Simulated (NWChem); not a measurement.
C2H4F2OSi; SMILES C(=C/F)(/[SiH2]O)F

```xyz
10

O     -0.0276     2.3650     0.0000
Si    -0.8446     0.9178     0.0000
C      0.5198    -0.3975     0.0000
F      1.7786     0.0972     0.0000
C      0.3713    -1.7221     0.0000
F     -0.8511    -2.2471     0.0000
H      0.9317     2.2726     0.0000
H     -1.6977     0.7759     1.2126
H     -1.6977     0.7759    -1.2126
H      1.1840    -2.4546     0.0000
```
Atoms are numbered in this order, from 1.

All runs: NWChem. Geometry: optimised at PBE0/def2-SVP. GIAO values for the isolated, static molecule; σ is the absolute isotropic shielding, δ = σ(reference) − σ with the isolated reference molecule computed at the same levels (13C: tetramethylsilane, 19F: trichlorofluoromethane, 1H: tetramethylsilane, 17O: water, 29Si: tetramethylsilane).

Task: Predict the results for PBE/pcSseg-1. Quantities: δ O1 (ppm); δ Si2 (ppm); δ C3 (ppm); δ C5 (ppm); δ F6 (ppm); δ H8 (ppm); δ H10 (ppm).

Result: The δ O1 (ppm) comes out as -4.6. The δ Si2 (ppm) is -33.6. The δ C3 (ppm) comes out as 160.2. The δ C5 (ppm) comes out as 159.9, the δ F6 (ppm) is -184.3 and the δ H8 (ppm) comes out as 5.60. The δ H10 (ppm) comes out as 7.75.
